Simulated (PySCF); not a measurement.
Geometry:
```json
{"atom": "B1", "x (Å)": "0.561", "y (Å)": "-1.062", "z (Å)": "0.228"}
{"atom": "H2", "x (Å)": "0.459", "y (Å)": "-2.188", "z (Å)": "0.684"}
{"atom": "H3", "x (Å)": "1.665", "y (Å)": "-0.793", "z (Å)": "-0.217"}
{"atom": "N4", "x (Å)": "0.052", "y (Å)": "0.041", "z (Å)": "1.262"}
{"atom": "C5", "x (Å)": "0.928", "y (Å)": "1.166", "z (Å)": "1.563"}
{"atom": "B6", "x (Å)": "-1.168", "y (Å)": "0.278", "z (Å)": "0.262"}
{"atom": "H7", "x (Å)": "-2.221", "y (Å)": "-0.114", "z (Å)": "0.736"}
{"atom": "H8", "x (Å)": "-1.196", "y (Å)": "1.422", "z (Å)": "-0.161"}
{"atom": "N9", "x (Å)": "-0.597", "y (Å)": "-0.744", "z (Å)": "-0.824"}
{"atom": "C10", "x (Å)": "-0.214", "y (Å)": "-0.222", "z (Å)": "-2.130"}
{"atom": "H11", "x (Å)": "-0.263", "y (Å)": "-0.385", "z (Å)": "2.130"}
{"atom": "H12", "x (Å)": "1.817", "y (Å)": "0.835", "z (Å)": "2.121"}
{"atom": "H13", "x (Å)": "0.397", "y (Å)": "1.933", "z (Å)": "2.148"}
{"atom": "H14", "x (Å)": "1.264", "y (Å)": "1.624", "z (Å)": "0.624"}
{"atom": "H15", "x (Å)": "-1.216", "y (Å)": "-1.541", "z (Å)": "-0.944"}
{"atom": "H16", "x (Å)": "0.332", "y (Å)": "-0.980", "z (Å)": "-2.712"}
{"atom": "H17", "x (Å)": "0.444", "y (Å)": "0.645", "z (Å)": "-1.994"}
{"atom": "H18", "x (Å)": "-1.099", "y (Å)": "0.104", "z (Å)": "-2.699"}
```

Geometry: PBE0-D3(BJ)/def2-SVP; GIAO absolute shieldings from PySCF 2.14.0 with density-fitted response routines, gas phase, non-relativistic, averaged over equivalent atoms.

At PBE0/pcSseg-1 (162 basis functions, 23 s wall time on 1 thread of an Arm Neoverse V2, shared host):
```tsv
atoms	σ (ppm)
B1/B6	107.7
H2/H3/H7/H8	28.15
H12/H13/H14/H16/H17/H18	28.93
H11/H15	29.95
N4/N9	241.7
C5/C10	141.8
```

Estimate the result of repeating the calculation with KT2/pcSseg-1.

Answers


```tsv
atoms	σ at KT2/pcSseg-1	change
B1/B6	105.0	-2.7
H2/H3/H7/H8	27.84	-0.31
H12/H13/H14/H16/H17/H18	28.82	-0.11
H11/H15	29.71	-0.24
N4/N9	232.2	-9.5
C5/C10	139.2	-2.6
```

The largest change is at N4/N9 (nitrogen bonded to C, 2 B, H). Cost: 162 basis functions, 24 s wall time on 1 thread of an Arm Neoverse V2, shared host.
